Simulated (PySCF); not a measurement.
## LiIn at TPSSh

Level: TPSSh. basis Li def2-SVP, In def2-SVP with ECP28; scalar-relativistic core potentials; PySCF 2.14.

For LiIn, the state is ¹Σ⁺ (singlet), closed shell, the bond length is 3.043 Å and the harmonic wavenumber is 259 cm⁻¹. The force constant is 0.261 mdyn/Å, the rotational constant Be is 0.2752 cm⁻¹ and the anharmonicity ωexe is 1.42 cm⁻¹. The vibration–rotation constant αe is 0.00254 cm⁻¹. The well depth De to Li + In is 22.7 kcal/mol. The dissociation energy D0 is 22.3 kcal/mol and the HOMO–LUMO gap is 1.27 eV. The bond order (Mayer) is 1.03. The dipole moment (positive dipole means Li(−)In(+)) is -2.04 D.

Closed-shell solutions of metal pairs were not tested for spin polarisation, which can lower them a little. These are scalar-relativistic numbers at best; spin–orbit coupling would shift them, the dissociation energy most.
